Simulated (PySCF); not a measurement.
C₃H₈O₂Si, SMILES C=C[Si@@H](O)OC. Geometry: PBE0-D3(BJ)/def2-SVP. The structure was generated by enumeration; whether it is a known compound was not checked. The values are those of a single conformer.

Task: Give the equilibrium geometry at PBE0-D3(BJ)/def2-SVP (PySCF confirms it by a frequency run) as Cartesian coordinates in Å. (Estimate from the structure and the level; the computed values follow.)

Result: One answer among several that fit: 
```xyz
14

C      2.4217    -0.1900    -0.5240
C      1.5609    -0.8881     0.2265
Si    -0.2615    -0.5342     0.2468
O     -0.8103    -0.1768     1.7775
O     -0.4540     0.7428    -0.7992
C     -1.6908     1.2914    -1.1592
H      2.0724     0.6195    -1.1740
H      3.4984    -0.3955    -0.5231
H      1.9514    -1.6941     0.8624
H     -1.1139    -1.6806    -0.1691
H     -0.2839     0.4634     2.2663
H     -2.2321     1.6963    -0.2855
H     -1.5225     2.1150    -1.8698
H     -2.3460     0.5479    -1.6496
```
Charge 0, spin multiplicity 1.
